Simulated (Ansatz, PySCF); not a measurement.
The pair A = H3NSe (SMILES N[SeH]) (first 5 atoms), B = H2O (SMILES O); geometry from B3LYP-D3(BJ)/def2-TZVP.
(charge 0, multiplicity 1):
```csv
atom,x (Å),y (Å),z (Å)
N,-1.0729,0.4048,0.5021
Se,0.3916,-0.4501,-0.2918
H,-1.1449,1.3628,0.1817
H,-1.9332,-0.0862,0.2924
H,-0.0313,-0.3951,-1.7133
O,-0.2033,0.3688,3.3345
H,-0.5786,0.3941,2.4366
H,-0.3025,-0.5421,3.6269
```

Frozen-core correlation. Filled d and f shells under p-block atoms count as core. CBS: X⁻³ extrapolation of the correlation energy, Hartree–Fock from the larger set. MP2 and its Hartree–Fock in aug-cc-pVTZ are density fitted.

Run with Ansatz (a first-principles code) with Gaussian orbitals; PySCF for the dispersion terms. Each number belongs to the level named beside it.

The monomers are drawn apart, rigid, along the line of their centres of mass. Counterpoise-corrected interaction energies (kcal/mol):

```tsv
level	R = 4.353 Å	R = 5.151 Å
PBE/def2-TZVPPD	-2.8117	-1.1895
PBE-D3(BJ)/def2-TZVPPD	-3.2730	-1.3856
wB97M-V/def2-TZVPPD	-3.0000	-1.2943
MP2/CBS(aug-cc-pVDZ, aug-cc-pVTZ) + ΔCCSD(T)/aug-cc-pVDZ	-2.9687	-1.2796
```

R is the distance of the centres of mass. Find the local exponent m of E ∝ R⁻ᵐ between the two points.


m = ln(E₁/E₂)/ln(R₂/R₁): PBE/def2-TZVPPD 5.1; PBE-D3(BJ)/def2-TZVPPD 5.1; wB97M-V/def2-TZVPPD 5.0; MP2/CBS(aug-cc-pVDZ, aug-cc-pVTZ) + ΔCCSD(T)/aug-cc-pVDZ 5.0. For scale, two fixed dipoles give m = 3, dipole and quadrupole 4, quadrupoles 5, and dispersion or dipole-induced dipole 6 at long range; at these distances several terms mix, and what is left of overlap and damping shifts m, so it need not match one of them.
